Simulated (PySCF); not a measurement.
**methyl 2-chloroacrylate (SMILES C=C(Cl)C(=O)OC)**

Molfile (atoms numbered from 1):
```
C4H5ClO2
     RDKit          3D

 12 11  0  0  0  0  0  0  0  0999 V2000
   -1.4239    2.0326    0.3492 C   0  0  0  0  0  0  0  0  0  0  0  0
   -1.2122    0.7249    0.2643 C   0  0  0  0  0  0  0  0  0  0  0  0
   -2.4646   -0.4353    0.4787 Cl  0  0  0  0  0  0  0  0  0  0  0  0
    0.1465    0.1824   -0.0265 C   0  0  0  0  0  0  0  0  0  0  0  0
    1.1113    0.8842   -0.1953 O   0  0  0  0  0  0  0  0  0  0  0  0
    0.1685   -1.1466   -0.0757 O   0  0  0  0  0  0  0  0  0  0  0  0
    1.4323   -1.7351   -0.3458 C   0  0  0  0  0  0  0  0  0  0  0  0
   -2.3930    2.4479    0.5583 H   0  0  0  0  0  0  0  0  0  0  0  0
   -0.5950    2.7043    0.2039 H   0  0  0  0  0  0  0  0  0  0  0  0
    1.8057   -1.3981   -1.3148 H   0  0  0  0  0  0  0  0  0  0  0  0
    2.1517   -1.4516    0.4250 H   0  0  0  0  0  0  0  0  0  0  0  0
    1.2739   -2.8101   -0.3474 H   0  0  0  0  0  0  0  0  0  0  0  0
  1  2  2  0
  2  3  1  0
  2  4  1  0
  4  5  2  0
  4  6  1  0
  6  7  1  0
  1  8  1  0
  1  9  1  0
  7 10  1  0
  7 11  1  0
  7 12  1  0
M  END
```

Method used: PySCF, GIAO B3LYP/pcSseg-1 magnetisability, rotational g tensor and spin-rotation constants, non-relativistic, gas phase. Geometry: GFN2-xTB.

(1) What are the magnetisability and the molar susceptibility?

(2) Split it along the inertial axes a, b, c into diamagnetic and paramagnetic parts about the centre of mass, with the quadrupole moment.

(3) And the rotational g tensor?

Results:

(1) Isotropic -1049 × 10⁻³⁰ J/T², or -63.2 × 10⁻⁶ cm³/mol; principal values -1222, -993, -932 × 10⁻³⁰ J/T², anisotropy 265 × 10⁻³⁰ J/T² (root of half the summed squared differences of the principal values). The susceptibility is in cgs units.

(2) 
```csv
axis,χ (10⁻⁶ cm³/mol),diamagnetic (10⁻⁶ cm³/mol),paramagnetic (10⁻⁶ cm³/mol),summed x² of all electrons (Å²),quadrupole Θ (D Å)
a,-59.8,-420.5,360.7,170.7,+5.82
b,-56.1,-773.5,717.4,87.5,-2.91
c,-73.6,-1095.7,1022.1,11.6,-2.91
```
Anisotropies 2χaa − χbb − χcc = +10.1 and 2χbb − χaa − χcc = +21.2 × 10⁻⁶ cm³/mol. Θ is traceless in Buckingham's convention.

(3) 
```csv
axis,rotational constant (GHz),g,nuclear part,electronic part
a,3.5238,-0.0416,0.5555,-0.5972
b,1.7083,-0.0190,0.5567,-0.5757
c,1.1589,-0.0034,0.5531,-0.5565
```
Asymmetric top; isotopes 12C, 35Cl, 1H, 16O; no vibrational averaging.
